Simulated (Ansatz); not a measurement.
Cost and result for the atomization energy of C4H8Br2 (`CC(Br)CCBr`) (14 atoms, 13 bonds).

```xyz
14

C    -1.7071   -0.8995   -0.3606
C    -0.7212    0.1920   -0.0259
Br   -1.2438    1.0350    1.6745
C     0.7028   -0.3103    0.0685
C     1.7554    0.7422    0.3095
Br    1.8641    2.0200   -1.1592
H    -2.7241   -0.5117   -0.4145
H    -1.4512   -1.3304   -1.3338
H    -1.6810   -1.6964    0.3855
H    -0.7840    1.0106   -0.7426
H     0.9269   -0.8408   -0.8640
H     0.7711   -1.0458    0.8788
H     2.7471    0.3028    0.3846
H     1.5450    1.3322    1.1991
```

Charge 0, multiplicity 1. Correlated methods include outer-core shells of Br, which these sets cover unevenly. Scalar relativity is left out up to krypton. The structure was optimised at the PBE0-D4/def2-TZVP level. It is one conformer, not always the lowest. Program: Ansatz. All runs use 2 threads of an AMD EPYC 7R13 on a shared host and a share of an NVIDIA H100 80 GB. Times are those of one run each, without the atoms' runs, and a repeat can differ threefold. Electronic energies, without spin–orbit coupling; frozen cores. CCSD(T)/CBS adds CCSD(T) − MP2 in def2-TZVPP to the MP2 limit, and its time is that of the two runs behind it. T1 = 0.008. With those shells the extrapolation isn't a true limit. B3LYP takes the VWN-RPA correlation (the form of Gaussian; ORCA's B3LYP/G). HSE06 is the plane-wave form, built on full-range PBE exchange.

CCSD(T)/CBS is a level of theory with its own doubt, some kJ/mol a heavy atom from the limit and from the frozen cores, so smaller differences don't rank the functionals.

```csv
level,functions,wall time
B3LYP-D4/def2-TZVPP (with forces),332,2.8 s
r2SCANh-D4/def2-TZVPP,332,2.8 s
B97M-V/def2-TZVPP,332,3.3 s
BHLYP-D4/def2-TZVPP,332,3.4 s
PBE-D4/def2-TZVPP (with forces),332,3.6 s
HSE06-D4/def2-TZVPP,332,3.8 s
CCSD(T)/def2-SVP,160,3.8 s
CAM-B3LYP-D4/def2-TZVPP,332,4.3 s
B2PLYP/def2-TZVPP,332,6.5 s
PBE-QIDH/def2-TZVPP,332,7.5 s
MP2/def2-QZVPP,646,7.5 s
CCSD(T)/def2-TZVPP,332,13 s
CCSD(T)/CBS(def2),–,20 s
```

Q: What atomization energy does each give, and how far from CCSD(T)/CBS? (An estimate is asked.)

A: Ansatz gave: 
| level | atomization (kcal/mol) | difference from CCSD(T)/CBS | per bond |
| --- | --- | --- | --- |
| B3LYP-D4/def2-TZVPP (with forces) | 1237.8 | -6.6 | -0.5 |
| r2SCANh-D4/def2-TZVPP | 1240.6 | -3.8 | -0.3 |
| B97M-V/def2-TZVPP | 1240.6 | -3.8 | -0.3 |
| BHLYP-D4/def2-TZVPP | 1208.5 | -35.9 | -2.8 |
| PBE-D4/def2-TZVPP (with forces) | 1268.3 | 23.9 | 1.8 |
| HSE06-D4/def2-TZVPP | 1253.1 | 8.7 | 0.7 |
| CCSD(T)/def2-SVP | 1187.5 | -56.9 | -4.4 |
| CAM-B3LYP-D4/def2-TZVPP | 1241.0 | -3.4 | -0.3 |
| B2PLYP/def2-TZVPP | 1225.8 | -18.6 | -1.4 |
| PBE-QIDH/def2-TZVPP | 1243.1 | -1.3 | -0.1 |
| MP2/def2-QZVPP | 1250.7 | 6.3 | 0.5 |
| CCSD(T)/def2-TZVPP | 1214.7 | -29.7 | -2.3 |
| CCSD(T)/CBS(def2) | 1244.4 | 0.0 | 0.0 |

From r2SCAN to r2SCAN0 (25 % exact exchange), in def2-TZVPP and without D4, the atomization energy moves by −13.1 kcal/mol: exact exchange takes away binding that semilocal exchange gives to molecules. Leaving LDA and LC-ωPBE aside and taking each functional with its dispersion term where it has one, the values spread over 59.8 kcal/mol, from BHLYP-D4 to PBE-D4. LDA lies +161.0 kcal/mol from PBE without D4, its usual overbinding. In def2-TZVPP, CCSD(T) changes the Hartree–Fock value by +294.8 kcal/mol (the triples alone add +18.4 kcal/mol) and MP2 by +313.7 kcal/mol; breaking electron pairs costs correlation energy, which Hartree–Fock lacks.
